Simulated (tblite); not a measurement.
Compound: C7H12Ge.
SMILES with atom numbers: `[CH2:1]=[C:2]([CH3:3])[C@H:4]1[CH:5]=[CH:6][CH2:7][GeH2:8]1` (hydrogens: H9, H10 on C1; H11, H12, H13 on C3; H14 on C4; H15 on C5; H16 on C6; H17, H18 on C7; H19, H20 on Ge8)

Geometry (GFN2-xTB, Å), atoms numbered from 1 in this order:
```xyz
20
C7H12Ge angstrom
C      1.5017   -1.4215    0.5424
C      1.3908   -0.2487   -0.0637
C      2.5196    0.7325   -0.1389
C      0.1117    0.2300   -0.6765
C     -0.8466   -0.8711   -1.0261
C     -2.0540   -0.9241   -0.4897
C     -2.5088    0.1179    0.4887
Ge    -0.9555    1.3443    0.6065
H      2.4257   -1.7393    0.9955
H      0.6778   -2.1129    0.5942
H      2.1910    1.6962    0.2570
H      3.3789    0.3897    0.4311
H      2.8241    0.8845   -1.1746
H      0.3500    0.8004   -1.5805
H     -0.5048   -1.6166   -1.7309
H     -2.7507   -1.7143   -0.7355
H     -2.7595   -0.3454    1.4442
H     -3.4150    0.6063    0.1266
H     -1.2408    2.7563    0.1498
H     -0.3408    1.4463    1.9772
```

Calculated harmonic vibrations of the isolated species, GFN2-xTB (tblite), most abundant isotopes, no scaling. The method is semi-empirical: single wavenumbers can be off by several per cent or more. Modes of hydrogen on germanium can be 10 to 20 % off. One conformer, not necessarily the lowest.

Harmonic wavenumbers (cm⁻¹): 34.4, 55.3, 125.6, 156.5, 191.9, 295.2, 366.3, 380.2, 396.2, 455.1, 507.3, 520.6, 558.5, 598.2, 626.1, 709.4, 723.1, 778.4, 800.4, 833.2, 877.1, 906.8, 912.3, 970.1, 983.1, 1003.8, 1035.7, 1043.6, 1090.9, 1100.6, 1161.6, 1203.8, 1217.2, 1290.8, 1320.4, 1395.2, 1417.0, 1440.5, 1476.2, 1483.2, 1708.8, 1718.8, 1903.2, 1990.3, 2898.6, 2944.3, 2966.9, 2968.6, 3000.8, 3045.1, 3047.7, 3064.9, 3100.3, 3125.0.

A = 2155, B = 1210, C = 893.6 MHz; mass 170.015 u (most abundant isotopes); point group C1, symmetry number 1.

Problem. What is the zero-point energy?

Solution. ½Σν̃ = 34963 cm⁻¹ = 418.25 kJ/mol.

Problem. Give the ideal-gas entropy at 350 K and 1 bar in the rigid-rotor, harmonic-oscillator model (classical rotation).

Solution. Translation 176.24, rotation 124.65, vibration 142.15: S = 443.0 J/(mol K).

Problem. And Cp and H(350 K) − H(0)?

Solution. Cp = 190.58 J/(mol K), of which vibrations give 157.32 (their classical limit is 54 R = 449.0); H(350 K) − H(0) = 37.87 kJ/mol without the zero-point energy, 26.23 from vibrations.

Problem. Which modes carry the vibrational entropy at 350 K?

Solution. 34.4 cm⁻¹: 24.59; 55.3 cm⁻¹: 20.65; 125.6 cm⁻¹: 13.90; 156.5 cm⁻¹: 12.12; 191.9 cm⁻¹: 10.50; 295.2 cm⁻¹: 7.20 J/(mol K); the other 48 give 53.19 together.

Problem. How do the functions run with temperature in this model?

Solution. 
```json
{"T (K)": "150", "S (J/(mol K))": "328.5", "Cp (J/(mol K))": "93.7", "H − H(0) (kJ/mol)": "9.46", "G − H(0) (kJ/mol)": "-39.81", "ln q(vib)": "3.12"}
{"T (K)": "250", "S (J/(mol K))": "387.4", "Cp (J/(mol K))": "142.0", "H − H(0) (kJ/mol)": "21.21", "G − H(0) (kJ/mol)": "-75.65", "ln q(vib)": "5.55"}
{"T (K)": "298.15", "S (J/(mol K))": "414.5", "Cp (J/(mol K))": "165.9", "H − H(0) (kJ/mol)": "28.62", "G − H(0) (kJ/mol)": "-94.96", "ln q(vib)": "6.76"}
{"T (K)": "400", "S (J/(mol K))": "469.9", "Cp (J/(mol K))": "212.7", "H − H(0) (kJ/mol)": "47.96", "G − H(0) (kJ/mol)": "-140.02", "ln q(vib)": "9.38"}
{"T (K)": "600", "S (J/(mol K))": "570.3", "Cp (J/(mol K))": "282.6", "H − H(0) (kJ/mol)": "97.95", "G − H(0) (kJ/mol)": "-244.25", "ln q(vib)": "14.62"}
{"T (K)": "900", "S (J/(mol K))": "698.5", "Cp (J/(mol K))": "348.6", "H − H(0) (kJ/mol)": "193.48", "G − H(0) (kJ/mol)": "-435.21", "ln q(vib)": "22.19"}
```

q(vib) and H(0) count from the zero-point level.

Problem. Blend soft modes into free rotors: weight 1/[1 + (100 cm⁻¹/ν̃)⁴] for the oscillator and the rest for a rotor with moment μB/(μ + B), μ = h/(8π²ν), B = 10⁻⁴⁴ kg m². What vibrational entropy results?

Solution. 128.79 J/(mol K) in place of 142.15, which changes −T·S at 350 K by +4.67 kJ/mol.

Problem. What must be added to the electronic energy to get the Gibbs energy at 350 K and 1 bar?

Solution. ZPE + [H(350 K) − H(0)] − T·S = 418.25 + 37.87 − 155.06 = 301.06 kJ/mol.

Hindered rotation and anharmonicity are outside this model. Other conformers, if any are populated, would add a mixing term that is left out. The structure is chiral; the term R ln 2 for an equal mix with its mirror image is left out.
